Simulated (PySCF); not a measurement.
Electric field gradients and quadrupole coupling constants

Species: C3H8ClFSi.
Cartesian coordinates in Å at the GFN2-xTB level; atoms count from 1:
```
atom  x, y, z in Å
C1    -0.747    0.991   -0.893
C2    -0.275    0.116    0.252
Si3    1.616    0.255    0.590
Cl4   -1.081    0.666    1.768
C5    -0.720   -1.323    0.052
F6    -0.010   -1.883   -0.983
H7    -1.832    0.963   -0.990
H8    -0.440    2.023   -0.741
H9    -0.304    0.628   -1.818
H10    2.326   -0.190   -0.605
H11    1.866    1.665    0.877
H12    1.902   -0.587    1.747
H13   -1.781   -1.394   -0.216
H14   -0.520   -1.931    0.939
```

Field gradients from the PBE0/pcSseg-1 density (PySCF, non-relativistic), principal values in atomic units, ordered |Vxx| ≤ |Vyy| ≤ |Vzz|:

```
atom      Vxx      Vyy     Vzz
 Cl4  -1.8353  -1.9730  3.8083
```

Question: Find the asymmetry η = (Vxx − Vyy)/Vzz and the couplings χ = eQV/h (234.96 MHz × Q in barn × V in au), with Q(35Cl) = −0.0817 b.

Answer: 
| atom | environment | nucleus | η | χzz (MHz) | χxx (MHz) | χyy (MHz) |
| --- | --- | --- | --- | --- | --- | --- |
| Cl4 | alkyl chlorine | 35Cl | 0.04 | -73.11 | 35.23 | 37.87 |

The gradient is axial or nearly so (η below 0.05) at Cl4. The tensor is traceless: Vxx + Vyy + Vzz = 0.

Question: What is Vzz at Cl4 in SI units (1 au = 9.71736 × 10²¹ V/m²)?

Answer: 3.8083 au = 37.006 × 10²¹ V/m².

Were the hydrogens deuterons (Q(2H) = 0.00286 b), χzz would run from 111 kHz (H12, H10 and H11) to 210 kHz (H8).

One conformer (not necessarily the lowest) at the GFN2-xTB geometry, without solvent, vibrations or thermal averaging. GFN2-xTB bond lengths can be off by several hundredths of an ångström, more for odd bonds, and the gradients follow them. The small basis limits the accuracy of the gradients.
